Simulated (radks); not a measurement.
Results of a calculation; reference values are marked as such.
The mean radii <r> (bohr) of the occupied orbitals of an atom or ion are listed with their occupations. Level of theory: Dirac Kohn-Sham, LB94 model potential, spin-unpolarised, spherical densities, finite nucleus; Fermi nuclear charge, rms radius of each element as measured or else 0.836 A^(1/3) + 0.57 fm (a radial shooting solver on a logarithmic mesh with Libxc functionals).

| orbital | occ. | <r> |
|---|---|---|
| 1s1/2 | 2 | 0.01630 |
| 2s1/2 | 2 | 0.06740 |
| 2p1/2 | 2 | 0.05531 |
| 2p3/2 | 4 | 0.06386 |
| 3s1/2 | 2 | 0.1662 |
| 3p1/2 | 2 | 0.1556 |
| 3p3/2 | 4 | 0.1689 |

Name the element and its charge. Open shells, if any, fill j = l - 1/2 first.

Answer. Z = 81, thallium, charge +63: Tl63+ in [Ar]. The 1s radius gives Z: for a bare nucleus <r> = (2 gamma + 1)/(2Z) with gamma = sqrt(1 - (Z/c)^2), 0.01613 bohr for Z = 81, and screening makes it slightly larger (0.01630 here). The occupations add up to 18, and the charge is Z minus that.
